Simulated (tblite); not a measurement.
Isomers of C6H13FGe. Method: GFN2-xTB as coded in tblite; computed harmonic values from a numerical Hessian at the method's own geometry, unscaled. Errors from tens to a few hundred cm⁻¹ against measured bands are possible. Modes of hydrogen on germanium can be 10 to 20 % off. One conformer each.

Electronic energies: GFN2-xTB at the same geometries; isomer energies are rough at this level and their order can be wrong.

```
                       SMILES  electronic energy, lowest = 0 (kcal/mol)
   F[CH2][GeH]1[CH2]CCC[CH2]1                                       7.1
   C[C]1(C)CC[C@@H](F)[GeH2]1                                       2.2
C[C@@]1(CF)C[CH2][GeH2][CH2]1                                       0.0
```

Question: How do GFN2-xTB zero-point energies change the relative energies?

Answer: 
| SMILES | ZPE (kcal/mol) | of it from modes above 1550 cm⁻¹ | electronic (kcal/mol) | with ZPE, lowest = 0 (kcal/mol) | lowest mode (cm⁻¹) | rings |
| --- | --- | --- | --- | --- | --- | --- |
| C[C@@]1(CF)C[CH2][GeH2][CH2]1 | 107.8 | 52.6 | 0.0 | 0.0 | 68 | 1 |
| C[C]1(C)CC[C@@H](F)[GeH2]1 | 107.4 | 52.6 | 2.2 | 1.8 | 56 | 1 |
| F[CH2][GeH]1[CH2]CCC[CH2]1 | 109.1 | 53.5 | 7.1 | 8.4 | 34 | 1 |

The zero-point energies span 1.7 kcal/mol, from `C[C]1(C)CC[C@@H](F)[GeH2]1` to `F[CH2][GeH]1[CH2]CCC[CH2]1`. The order is unchanged.

Question: What do entropy and thermal enthalpy add at 298.15 K and 1 bar (rigid rotor, harmonic oscillator, one conformer each)?

Answer: 
```tsv
SMILES	point group	symmetry number	S (cal/(mol K))	H − H(0) (kcal/mol)	ZPE + H − H(0) − TS (kcal/mol)
C[C@@]1(CF)C[CH2][GeH2][CH2]1	C1	1	95.7	6.69	85.9
C[C]1(C)CC[C@@H](F)[GeH2]1	C1	1	97.0	6.94	85.4
F[CH2][GeH]1[CH2]CCC[CH2]1	C1	1	100.0	6.92	86.2
```
